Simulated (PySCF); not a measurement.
This PySCF input asks for the spin–spin couplings of Be$_{4}$O$_{4}$; the geometry comes from PBE0-D3(BJ)/def2-SVP.

```python
import basis_set_exchange as bse
import numpy as np
from pyscf import gto, dft
from pyscf.data import nist
from pyscf.prop import ssc

atoms = """
Be   -0.132571   -0.915155    0.865719
O     1.357145   -0.626945    0.287432
Be    0.789723    0.886515    0.440670
O    -0.567000    0.592405    1.282379
Be   -1.128948    0.521471   -0.239277
O    -0.949414   -1.065810   -0.529568
Be    0.471755   -0.492990   -1.066592
O     0.159298    1.100507   -1.040752
"""
names = dict.fromkeys(["Be", "O"], "pcJ-1")
basis = {el: gto.basis.parse(bse.get_basis(n, elements=[el], fmt="nwchem")) for el, n in names.items()}
mol = gto.M(atom=atoms, basis=basis, charge=0, verbose=0)
mf = dft.RKS(mol, xc="B3LYP")
mf.grids.level = 2
mf.grids.alignment = dft.numint.BLKSIZE   # the property module wants whole blocks of grid points
mf.conv_tol = 1e-9
mf.kernel()

sc = ssc.RKS(mf)
sc.with_fcsd = True   # Fermi contact and spin-dipole together
sc.max_cycle_cphf = 60
g = {"O": -0.757516}   # nuclear g factors of 17O
sc.nuc_pair = [(i, j) for i in range(mol.natm) for j in range(i + 1, mol.natm)
               if mol.atom_pure_symbol(i) in g and mol.atom_pure_symbol(j) in g]
K = sc.kernel()
unit = nist.HARTREE2J / nist.PLANCK * (0.5 * nist.E_MASS / nist.PROTON_MASS) ** 2
for (i, j), k in zip(sc.nuc_pair, K):
    a, b = mol.atom_pure_symbol(i), mol.atom_pure_symbol(j)
    J = unit * g[a] * g[b] * np.trace(k) / 3
    if abs(J) >= 1:
        print("%s%d %s%d %8.1f Hz" % (a, i, b, j, J))
```

Problem. What does it print?

Solution. 
```
O1 O3     -1.7 Hz
O1 O5     -1.7 Hz
O1 O7     -1.7 Hz
O3 O5     -1.7 Hz
O3 O7     -1.7 Hz
O5 O7     -1.7 Hz
```

These numbers come from an equivalent density-fitted implementation of the same equations, which agrees with the script to about 0.1 Hz, so last digits may differ.

Size and cost of the density-fitted run: 152 basis functions, 19 s wall time on 1 thread of an x86-64 server CPU, shared host.
